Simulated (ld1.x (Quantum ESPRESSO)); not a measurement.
## Pseudopotential generation for Hf: PAW, PBE, scalar-relativistic.

ld1.x (Quantum ESPRESSO) 7.5 input, shortened:

```
&input
   title='Hf', zed=72., rel=1, dft='PBE', iswitch=3,
   config='[Xe] 4f14 5d3 6s1 6p0'
 /
 &inputp
   pseudotype=3, lpaw=.true., tm=.true., lloc=-2, rcloc=3.24,
   nlcc=.true., new_core_ps=.true., rcore=1.40,
   which_augfun='PSQ', rmatch_augfun_nc=.true.
 /
6
6S  1  0   1.00   0.00  3.70  4.22  0.0
6S  1  0   0.00   3.20  3.70  4.22  0.0
6P  2  1   0.00   0.00  4.10  5.68  0.0
6P  2  1   0.00   1.20  4.10  5.68  0.0
5D  3  2   3.00   0.00  2.64  3.10  0.0
5D  3  2   0.00   2.15  2.64  3.10  0.0
 &test
   configts(1)='5d3 6s1 6p0'
 /
```

Poles of the logarithmic derivatives, all-electron (AE) and pseudo (PS). s: poles at -0.3, 0.9, 2.8 (AE) and -0.3, 0.8, 2.8, 4.0 (PS) Ry. p: poles at 0.1, 1.4, 3.4 (AE) and 0.1, 1.4, 2.6, 4.5 (PS) Ry. d: poles at -0.1, 0.8, 2.3, 4.5 (AE) and -0.1, 0.8, 2.3, 4.6 (PS) Ry. Test radius 6.15 bohr.

* Cutoffs needed: 10 Ry and 12 Ry (the cutoffs (Ry, on a coarse ladder) from which the occupation-weighted sum of valence levels, in a spherical-Bessel basis at the reference potential, stays within 10 and 1 mRy of its value at 400 Ry)
* Ghost test: no extra level below or beside the all-electron valence levels (s, p, d, f tested) (spherical-Bessel basis up to 400 Ry, 20 bohr box)
* Largest excitation error: -115 meV (all-electron minus pseudo) for 5d1 6s2 6p1, out of 7 test configurations
* Lowest eigenvalue of the overlap operator: 0.07 (s channel)
* Density cutoff estimated by the generator: 64 Ry
